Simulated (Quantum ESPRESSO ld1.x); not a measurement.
The numbers below are computed, except where a source is named.
Task: These are the eigenvalues of the occupied orbitals of an atom or ion with whole-number occupations (Ry). Code: ld1.x of Quantum ESPRESSO 7.5. Model: Dirac Kohn-Sham, PBE, spin-unpolarised, spherical densities, point nucleus.

| orbital | eigenvalue |
|---|---|
| 1s1/2 | -6542.3683 |
| 2s1/2 | -1231.2695 |
| 2p1/2 | -1185.2592 |
| 2p3/2 | -1024.2945 |
| 3s1/2 | -352.5658 |
| 3p1/2 | -331.9286 |
| 3p3/2 | -295.8023 |
| 3d3/2 | -262.0646 |
| 3d5/2 | -254.3778 |
| 4s1/2 | -132.8760 |
| 4p1/2 | -123.8773 |
| 4p3/2 | -114.0448 |
| 4d3/2 | -99.4437 |
| 4d5/2 | -97.4867 |
| 4f5/2 | -79.0108 |

Which element is it, and in what charge state? The configuration may be excited. Open shells, if any, fill j = l - 1/2 first.

Result: Z = 82, lead, charge +30: Pb30+ in [Kr] 4d10 4f6. The list shows which subshells hold electrons but not how many an open one holds; the 1s level, -3271.2 hartree, gives Z - s = 80.9 by -(Z - s)^2/2, which with screening and relativity narrows Z to a few neighbours, and the depths of the outer levels then fix element, charge and occupations together.
